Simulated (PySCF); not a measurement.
PySCF 2.14 output of an unrestricted r2SCAN calculation on a single atom or ion in aug-cc-pCVQZ-DK, with scalar relativity by spin-free X2C-1e:

```
SCF conv_tol = 1e-09
number electrons alpha = 5  beta = 5
    J. W. Furness, A. D. Kaplan, J. Ning, J. P. Perdew, and J. Sun.,  J. Phys. Chem. Lett. 11, 8208-8215 (2020)
    J. W. Furness, A. D. Kaplan, J. Ning, J. P. Perdew, and J. Sun.,  J. Phys. Chem. Lett. 11, 9248-9248 (2020)
    J. W. Furness, A. D. Kaplan, J. Ning, J. P. Perdew, and J. Sun.,  J. Phys. Chem. Lett. 11, 8208-8215 (2020)
    J. W. Furness, A. D. Kaplan, J. Ning, J. P. Perdew, and J. Sun.,  J. Phys. Chem. Lett. 11, 9248-9248 (2020)
cycle= 1 E= -99.9374167451263  delta_E= -0.00485  |g|= 0.0908  |ddm|= 0.245
cycle= 2 E= -99.9243510347741  delta_E= 0.0131  |g|= 0.23  |ddm|= 0.259
cycle= 3 E= -99.9404568181818  delta_E= -0.0161  |g|= 0.0217  |ddm|= 0.17
cycle= 4 E= -99.9406277643019  delta_E= -0.000171  |g|= 0.000368  |ddm|= 0.0184
cycle= 5 E= -99.9406278111826  delta_E= -4.69e-08  |g|= 1.13e-05  |ddm|= 0.000278
cycle= 6 E= -99.9406278112259  delta_E= -4.33e-11  |g|= 1.41e-07  |ddm|= 8.99e-06
converged SCF energy = -99.9406278112259  <S^2> = -7.9936058e-15  2S+1 = 1
```

The run itself started from symmetry-adapted Hartree-Fock orbitals and held the occupation by maximum overlap, on a logarithmic radial grid, so the iterations belong to that start.

Which element, charge and spin multiplicity is this?

F- (fluorine, charge -1), multiplicity 1; the state was [Ne], closed-shell 1S.

At r2SCAN the highest occupied level has a positive energy, so only the finite basis holds that electron; in a semilocal or global hybrid functional this comes from self-interaction and does not mean that the real anion is unbound.
